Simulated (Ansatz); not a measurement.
```yaml
atoms:
  - { symbol: C, position_ang: [-0.0366, -0.0069, -1.4778] }
  - { symbol: Br, position_ang: [0.0159, -0.0073, 0.4652] }
  - { symbol: H, position_ang: [0.0436, -1.0312, -1.8350] }
  - { symbol: H, position_ang: [-0.9093, 0.5425, -1.9016] }
  - { symbol: H, position_ang: [0.9495, 0.5190, -1.8662] }
```

Basis set: STO-3G (spherical functions). Correlated methods keep 10 orbitals frozen. Charge 0, multiplicity 1.

Computed with Ansatz (development build ahead of 0.2.0); each method stands on the lowest determinant of its kind that the runs found. Restricted open shells among the atoms or ions are ROHF, correlated in semicanonical orbitals with singles.

Q: Give the atomization energy at this shape (free ground-state atoms in the same class of orbitals less the molecule, no zero-point energy) of singlet CH3Br by RHF-MP2, RHF.

A:

| method | atomization energy |
| --- | --- |
| RHF-MP2 | 393.98 kcal/mol |
| RHF | 357.00 kcal/mol |

This basis has no polarisation functions and is too small for such energies, which can lie far from measured ones in either direction.
